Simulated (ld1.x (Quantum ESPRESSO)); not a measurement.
An all-electron radial function and its pseudo partner (gold)

Columns: radius, all-electron u(r) and pseudo u(r) of the 5d shell (level -7.12 eV) of gold in the configuration [Kr] 4d10 4f14 5s2 5p6 5d10 6s1 6p0; LDA (PZ), scalar-relativistic, TM semilocal scheme, ld1.x (Quantum ESPRESSO) 7.5.

```
r (bohr)  all-electron  pseudo
   0.103        0.2774  0.0027
   0.205       -0.0563  0.0204
   0.308       -0.3841  0.0653
   0.410       -0.3608  0.1417
   0.513       -0.1297  0.2489
   0.615        0.1505  0.3753
   0.718        0.4040  0.5091
   0.820        0.5968  0.6325
   0.923        0.7303  0.7351
   1.025        0.8101  0.8070
   1.128        0.8495  0.8480
   1.230        0.8584  0.8602
   1.332        0.8464  0.8498
   1.435        0.8201  0.8234
   1.538        0.7849  0.7870
   1.640        0.7449  0.7458
   1.743        0.7019  0.7022
   1.845        0.6586  0.6587
   1.948        0.6154  0.6154
   2.050        0.5739  0.5739
   2.153        0.5337  0.5337
   2.255        0.4959  0.4959
   2.358        0.4600  0.4600
   2.460        0.4266  0.4266
   2.562        0.3953  0.3953
   2.665        0.3659  0.3659
```

Q: How many radial nodes do the two functions have?

A: The all-electron 5d function has n − l − 1 = 2; the pseudo-wave has 0, since the states of the same l below it are removed with the core.

Q: At about which radius was the pseudo-wave matched?

A: 2.05 bohr. The columns agree to 0.0005 from 1.74 bohr on; several derivatives are matched, so the curves merge somewhat inside the radius.

Q: Is the pseudo-wave norm-conserving?

A: Yes: the TM semilocal scheme keeps the norm inside the radius equal to the all-electron one, which fixes the energy derivative of the logarithmic derivative at the level.
